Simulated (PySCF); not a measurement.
A calculated (UHF, PySCF 2.14, Sapporo-DZP-2012, the spin-free X2C one-electron Hamiltonian (Gaussian nucleus)) atom or ion has these occupied shells.

```csv
shell,electrons,orbital energy (eV),"rms radius, mean of both spins (bohr)"
1s α,1,-444.42,0.265
1s β,1,-442.43,0.265
2s α,1,-44.250,1.38
2s β,1,-35.658,1.38
2p α,2,-30.341,1.40
```

Q: Name the element and its charge.

A: N⁺ (nitrogen, charge +1), in [He] 2s2 2p2, high-spin 3P determinant.
